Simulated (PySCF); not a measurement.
AlClFHO, SMILES [OH][Al]([F])[Cl].

Coordinates come from a PBE0-D3(BJ)/def2-SVP optimisation. The values are those of a single conformer.

All values below come from TDA-B3LYP/def2-SVPD in PySCF.

Vertical excitations. Gas-phase values at a fixed geometry. State labels are in the subgroup Cs.

```json
[
 {"state": "S1", "symmetry": "A'", "energy (eV)": "6.71", "λ (nm)": "185", "f": "0.012", "main pairs": "HOMO→LUMO 99 %"},
 {"state": "S2", "symmetry": "A\"", "energy (eV)": "6.71", "λ (nm)": "185", "f": "0.001", "main pairs": "HOMO−1→LUMO 97 %"},
 {"state": "S3", "symmetry": "A\"", "energy (eV)": "7.23", "λ (nm)": "171", "f": "0.090", "main pairs": "HOMO−2→LUMO 96 %"},
 {"state": "S4", "symmetry": "A'", "energy (eV)": "7.43", "λ (nm)": "167", "f": "0.051", "main pairs": "HOMO−3→LUMO 92 %"},
 {"state": "S5", "symmetry": "A\"", "energy (eV)": "7.74", "λ (nm)": "160", "f": "0.000", "main pairs": "HOMO→LUMO+1 99 %"},
 {"state": "S6", "symmetry": "A'", "energy (eV)": "8.15", "λ (nm)": "152", "f": "0.012", "main pairs": "HOMO−1→LUMO+1 69 %, HOMO−4→LUMO 22 %"},
 {"state": "S7", "symmetry": "A\"", "energy (eV)": "8.43", "λ (nm)": "147", "f": "0.003", "main pairs": "HOMO−3→LUMO+1 99 %"},
 {"state": "S8", "symmetry": "A'", "energy (eV)": "8.67", "λ (nm)": "143", "f": "0.218", "main pairs": "HOMO−4→LUMO 48 %, HOMO−1→LUMO+1 17 %, HOMO−2→LUMO+1 16 %"},
 {"state": "S9", "symmetry": "A'", "energy (eV)": "8.81", "λ (nm)": "141", "f": "0.052", "main pairs": "HOMO−2→LUMO+1 64 %, HOMO−4→LUMO 13 %"},
 {"state": "S10", "symmetry": "A\"", "energy (eV)": "8.85", "λ (nm)": "140", "f": "0.021", "main pairs": "HOMO−1→LUMO+2 68 %, HOMO−2→LUMO+2 29 %"},
 {"state": "T1", "symmetry": "A\"", "energy (eV)": "6.45", "λ (nm)": "192", "f": "0", "main pairs": "HOMO−1→LUMO 91 %"},
 {"state": "T2", "symmetry": "A'", "energy (eV)": "6.47", "λ (nm)": "192", "f": "0", "main pairs": "HOMO→LUMO 97 %"},
 {"state": "T3", "symmetry": "A\"", "energy (eV)": "6.80", "λ (nm)": "182", "f": "0", "main pairs": "HOMO−2→LUMO 90 %"},
 {"state": "T4", "symmetry": "A'", "energy (eV)": "7.01", "λ (nm)": "177", "f": "0", "main pairs": "HOMO−3→LUMO 95 %"}
]
```
Triplets are in the Tamm–Dancoff approximation.
